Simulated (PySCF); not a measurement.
Two species compared at the same levels of theory.

First species: C7H10Ge.
InChI=1S/C7H10Ge/c1-6(2)7-4-3-5-8-7/h3-5H,1,8H2,2H3

Second species: Ti(OEt)Cl3, C2H5Cl3OTi (singlet state).
SMILES: `CC[O][Ti]([Cl])([Cl])[Cl]`

Levels: CAM-B3LYP/def2-SVPD for HOMO energy, LUMO energy, HOMO–LUMO gap and static isotropic polarisability; TDDFT CAM-B3LYP/def2-SVPD for lowest singlet excitation. Geometries: PBE0-D3(BJ)/def2-SVP. Each species is one conformer at its optimised geometry, gas phase, non-relativistic unless stated. Electronic properties by PySCF.

Dipoles, sizes and rotational constants follow the conformer. The torsions of the flexible species, by atom-mapped SMILES:
- `[CH2:1]=[C:2]([CH3:3])[C:4]1=[CH:5][CH:6]=[CH:7][GeH2:8]1`: C1–C2–C4–C5 180°

(1) Which has the higher LUMO energy?

(2) Which has the higher HOMO–LUMO gap?

(3) Which has the higher static isotropic polarisability?

(4) Which has the higher HOMO energy?

(5) Which of the two has the higher S1 energy, and by how much?

Results:

(1) The first: -0.68 eV against -2.10 eV, a difference of 1.42 eV.

(2) The second: 8.33 eV against 6.69 eV, a difference of 1.64 eV.

(3) The first: 115.4 au against 109.6 au, a difference of 5.8 au.

(4) The first: -7.37 eV against -10.43 eV, a difference of 3.06 eV.

(5) The second: 4.54 eV against 4.00 eV, a difference of 0.54 eV.

On the first: S1 lies 2.69 eV below the HOMO–LUMO gap; its leading configuration is HOMO→LUMO, weight 0.95. The 6 singlets span 4.00 to 6.11 eV, and their oscillator strengths add up to 0.25. Relativistic effects, spin–orbit coupling among them, are left out although an element past zinc is present.

On the second: The principal polarisabilities are 102.3, 105.0 and 121.5 au; their mean is the isotropic value. No computed singlet falls in the visible range (750 to 380 nm, 1.65 to 3.26 eV); S1 lies 1.28 eV above its blue end.
